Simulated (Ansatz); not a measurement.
Reaction (SMILES): O[Si]([SiH3])([SiH3])[SiH3] → O[Si]([SiH2])([SiH3])[SiH3] + H atom (the H-Si bond at the site shown breaks; other sites are not compared here)
Structures are relaxed separately at B3LYP-D3(BJ)/def2-TZVP in Ansatz (an electronic-structure program), one conformer each, not searched for the lowest. Frequencies are from Ansatz.
Geometry of the first species:
```xyz
15

O     -0.2888    -0.1770     2.0109
Si    -0.0599    -0.0316     0.3602
Si     2.2573    -0.0171     0.0097
Si    -0.9936     1.9605    -0.4772
Si    -1.0209    -1.8310    -0.8148
H     -1.1926    -0.1995     2.3369
H      2.8793    -1.2764     0.4850
H      2.8966     1.1295     0.6992
H      2.4967     0.1112    -1.4498
H     -2.4470     2.0198    -0.1721
H     -0.3460     3.1569     0.1152
H     -0.8227     2.0047    -1.9509
H     -0.8487    -1.6165    -2.2734
H     -0.3911    -3.1223    -0.4440
H     -2.4753    -1.9226    -0.5232
```
Charge 0, spin multiplicity 1.

Quantity: bond dissociation energy (0 K, with B3LYP-D3(BJ) harmonic zero-point energies), in kcal/mol. Valence correlation only, unless marked. UHF or UKS for open shells. Spin-orbit coupling is left out. Non-relativistic. CBS(X,Y): correlation extrapolated as X^-3; Hartree-Fock from the larger set.

| level | program | bond dissociation energy (kcal/mol) |
|---|---|---|
| PBE/def2-TZVPD | Ansatz | (withheld) |
| revPBE/def2-TZVPD | Ansatz | (withheld) |
| PBE0-D4/def2-TZVP | Ansatz + dftd4 | 81.6 |
| r2SCAN0/def2-TZVPD | Ansatz | (withheld) |
| HSE06-D3(BJ)/def2-TZVPD | Ansatz + dftd3 | 81.6 |
| HSE06/def2-TZVPD | Ansatz | 81.6 |
| CAM-B3LYP-D3(BJ)/def2-TZVPD | Ansatz + dftd3 | (withheld) |
| wB97X-V/def2-TZVPD | Ansatz | 87.0 |
| B2PLYP-D3(BJ)/def2-TZVPD | Ansatz + dftd3 | 84.4 |
| B2PLYP/def2-TZVPD | Ansatz | 84.4 |
| RPA@PBE/cc-pV(T+d)Z | Ansatz | 84.0 |
| RPA@PBE/cc-pV(Q+d)Z | Ansatz | 84.6 |
| SCS-MP2/STO-3G | Ansatz | 108.7 |
| CCSD/6-31G | Ansatz | 70.4 |
| CCSD/cc-pV(Q+d)Z | Ansatz | 86.0 |
| CCSD(T)/CBS(cc-pV(T+d)Z,cc-pV(Q+d)Z) | Ansatz | 86.6 |

Q: Complete the blanks.

A: 
- PBE/def2-TZVPD, bond dissociation energy (kcal/mol): 80.6
- revPBE/def2-TZVPD, bond dissociation energy (kcal/mol): 79.3
- r2SCAN0/def2-TZVPD, bond dissociation energy (kcal/mol): 82.1
- CAM-B3LYP-D3(BJ)/def2-TZVPD, bond dissociation energy (kcal/mol): 85.9
